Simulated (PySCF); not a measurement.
# Radial density of Xe⁺ (xenon, charge +1)

UHF, [Kr] 4d10 5s2 5p4 6s1, high-spin 4P determinant (an excited configuration). Calculation: PySCF 2.14, in aug-cc-pVTZ-DK3; scalar relativity by spin-free X2C-1e.

```
r (bohr)  4πr²ρ (e/bohr)  4πr²(ρα − ρβ)
  0.0249           66.57         0.0182
  0.0419           62.57         0.0473
  0.0705           88.16         0.0519
   0.119           75.25        -0.0125
   0.199           72.60         0.1044
   0.335           52.05         0.0043
   0.564           27.20         0.2763
   0.949           19.10        -0.0109
    1.60           5.466         1.2280
    2.69           1.762         0.7095
    4.52          0.3662         0.3302
    7.60         0.03077         0.0308
```

Densities and radii are taken from the X2C orbitals without a picture-change correction, which distorts them close to the nucleus.

The outer electron is Rydberg-like, and this basis confines it to a smaller radius and binds it less than a complete one would.

(1) Where is the radial spin density 4πr²(ρα − ρβ) most negative, and why is it negative at all?

## Answers

(1) Around r = 0.119 bohr, down to -0.0125 e/bohr: exchange with the open shell polarises the paired shells in an unrestricted calculation.
